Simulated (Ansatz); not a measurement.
Start from `O=C[Te][SiH2][AlH2]` and change one atom or group to get `O=C[TeH]`.

Ansatz, PBE0-D4/def2-TZVP geometries, multiplicity 1. Each molecule was computed in one conformer, which needn't be the lowest.

Elements past krypton have def2 core potentials.

```csv
property,`O=C[Te][SiH2][AlH2]`
LUMO energy (PBE/def2-TZVPP) / eV,-2.76
size of the dipole moment (PBE/def2-TZVPP) / D,1.75
HOMO energy (PBE0/def2-TZVPP) / eV,-7.03
HOMO energy (ωB97M-V/def2-TZVPP) / eV,-8.92
size of the dipole moment (ωB97M-V/def2-TZVPP) / D,2.17
HOMO energy (PBE/def2-TZVPP) / eV,-6.08
```

**Question.** Give the same properties after the change, and the shifts. (Best estimate.)

**Answer.** Computed: 
```tsv
property	`O=C[TeH]`	shift
LUMO energy (PBE/def2-TZVPP) / eV	-2.32	0.44
size of the dipole moment (PBE/def2-TZVPP) / D	2.01	0.26
HOMO energy (PBE0/def2-TZVPP) / eV	-6.96	0.07
HOMO energy (ωB97M-V/def2-TZVPP) / eV	-9.01	-0.09
size of the dipole moment (ωB97M-V/def2-TZVPP) / D	2.17	0.00
HOMO energy (PBE/def2-TZVPP) / eV	-5.96	0.12
```

With PBE0 the HOMO rises by 0.07 eV and the LUMO rises by 0.42 eV, so the gap widens by about 0.35 eV. PBE moves the HOMO by 0.12 eV and ωB97M-V by -0.09 eV. The zero-point energy changes by -64.1 kJ/mol with -15 modes. Dipoles are sizes alone; their direction can turn.

Spin–orbit coupling is left out; it splits and shifts lone-pair levels of the heavy atoms by tenths of an eV.
